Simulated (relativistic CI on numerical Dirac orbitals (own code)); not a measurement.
**Cu²⁺ in a cubic cluster: 3s photoemission with charge transfer**

Computed with a charge-transfer multiplet model of a cubic metal-ligand cluster with up to one ligand hole, Slater and spin-orbit integrals from Dirac-Coulomb-Breit ions, Slater integrals scaled by 0.9. The ground state mixes d9 with configurations of k ligand holes L, whose averages lie at kΔ + k(k − 1)U_dd/2; a core hole lowers each added d electron by U_cd. 20 K, Lorentzian 1.4 eV and Gaussian 0.8 eV FWHM.

Atomic integrals in eV (Slater integrals scaled, ζ unscaled), ground: F2dd 12.450, F4dd 7.768, zeta_d 0.099; with the core hole: F2dd 12.450, F4dd 7.768, zeta_d 0.112, G2cd 12.629.

Cluster parameters (eV): Δ = 0.7, U_dd = 8.3, U_cd = 9.5, 10Dq(ligand) = 1.1, V(eg) = 2.25, V(t2g) = -1.18, final-state hopping factor = 1.

```tsv
Case	n_d	d9	d10L	S
10Dq = 0.35 eV	9.47	0.53	0.47	0.50
10Dq = 0.95 eV	9.43	0.57	0.43	0.50
10Dq = 1.25 eV	9.41	0.59	0.41	0.50
10Dq = 1.55 eV	9.39	0.61	0.39	0.50
10Dq = 1.85 eV	9.38	0.62	0.38	0.50
```

Weights, n_d and S are thermal averages at 20 K. Binding energies count from the first peak over 30 % of the highest in each spectrum, which can be another peak from case to case. The parameters are a model scan and need not match a compound or its usual spin state. Peaks in eV (height, largest 100):
- 10Dq = 0.35 eV: 0.0 (100), 9.1 (31), 13.9 (14)
- 10Dq = 0.95 eV: 0.0 (100), 8.8 (36), 13.6 (16)
- 10Dq = 1.25 eV: 0.0 (100), 8.6 (38), 13.4 (17)
- 10Dq = 1.55 eV: 0.0 (100), 8.4 (40), 13.2 (18)
- 10Dq = 1.85 eV: 0.0 (100), 8.4 (43), 13.2 (19)

For the case 10Dq = 1.25 eV, Δ = 0.7 eV is smaller than U_dd = 8.3 eV, the charge-transfer side of the Zaanen-Sawatzky-Allen scheme. With the core hole the average of the configuration with one ligand hole lies at Δ − U_cd = -8.8 eV before mixing: it lies below the unscreened one, so the lowest final states are mostly screened and the unscreened weight appears at higher binding energy as a satellite.

Without intra-shell correlation the exchange splitting of the 3s hole comes out too large.
